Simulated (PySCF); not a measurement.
AlGeH3O (calculated)

Computed with PySCF 2.14.0. Calculation on a computer-drawn molecule: the log of a Hartree-Fock and frozen-core CCSD(T) single point meant for a local Hartree-Fock minimum, with one planted fault or none, to be diagnosed. Offsets are logged minus clean, where the clean run is the same molecule without the fault. The reference is restricted for singlets and unrestricted otherwise, and also for a bond in bohr or an excited solution. Adding or removing an electron swaps singlet and doublet. The excited solution moves the top pair (singlet) or top alpha electron (doublet) to the lowest empty orbital. Highest occupied and lowest empty are orbital energies over both spins, largest force is the largest gradient component, triples share is (T) over the correlation energy, the T1 limit is 0.02 restricted and 0.045 unrestricted, electrons count all cores, a negative frequency is imaginary (commonest isotopes), and the dipole is about the centre of nuclear charge; on germanium a core potential holds 10 electrons, which the energies leave out, and 3d is frozen in MP2 and coupled-cluster steps.

```json
{"formula": "AlGeH3O", "logged_structure": {"atoms_angstrom": [["Al", 0.2713, 0.3377, 0.6386], ["O", -0.1929, 0.6378, -0.9495], ["Ge", -0.6764, 0.9524, -2.6253], ["H", 0.4052, -1.1558, 1.1239], ["H", 0.5701, 1.5596, 1.5882], ["H", -2.2551, 0.9945, -2.3573]]}, "given": {"meant_charge": 0, "meant_multiplicity": 1, "meant_basis": "cc-pV(D+d)Z", "meant_basis_and_core_potential_on_germanium": "cc-pVDZ-PP ECP10MDF", "logged_electrons": 56, "logged_basis_functions": 75, "logged_SCF_converged": "yes", "logged_spin_squared": 0.0, "logged_highest_occupied [eV]": -5.499, "logged_lowest_empty [eV]": -2.9341, "logged_largest_force [hartree/bohr]": 0.043312, "logged_dipole_magnitude [debye]": 0.74168, "logged_SCF_stable_within_its_kind": "no", "logged_energy_HF [hartree]": -611.67798, "possible_faults": "no fault, one electron removed, one electron added, multiplicity raised by two, geometry at a saddle point, SCF held on an excited solution, minimal basis STO-3G, one bond length entered in bohr, all coordinates scaled", "drawn_bonds_atom": [1, 2, 1, 1, 3], "drawn_bonds_other_atom": [2, 3, 4, 5, 6], "drawn_bonds_order": [1, 1, 1, 1, 1]}, "results": {"planted_fault": "SCF held on an excited solution", "HF_energy_offset_from_clean_run [kcal/mol]": 172.9}, "notes": ["coupled-cluster numbers left out as unreliable"]}
```
